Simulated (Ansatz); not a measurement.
Compare A (`C[SiH](F)CF`) with its isomer B (`FC(F)C[SiH3]`).

Program: Ansatz. Geometries: PBE0-D4/def2-TZVP. ΔE: electronic, gas phase. CCSD(T)/CBS is the MP2 limit (def2-TZVPP, def2-QZVPP) plus CCSD(T) − MP2 in def2-TZVPP, frozen cores. Functionals use def2-TZVPP. B3LYP here is the variant with VWN-RPA as its local correlation; programs differ in this. Each species was taken in one conformer, which may not be the lowest.

Q: Which is lower in electronic energy at CCSD(T)/CBS, and by how much? (Estimate.)

A: Ansatz gave: A, by 196.7 kJ/mol.

Q: Give E(B) − E(A) in kJ/mol with B3LYP-D4, MP2/def2-TZVPP, CCSD(T)/def2-TZVPP, HF/def2-TZVPP, CCSD/def2-TZVPP, B3LYP, PBE-D4. (An estimate is asked.)

A: The calculation gave: B3LYP-D4 193.0, MP2/def2-TZVPP 197.4, CCSD(T)/def2-TZVPP 188.2, HF/def2-TZVPP 190.0, CCSD/def2-TZVPP 190.4, B3LYP 193.1, PBE-D4 180.8. None reverses the order clearly.

Largest T1 diagnostic: 0.011.
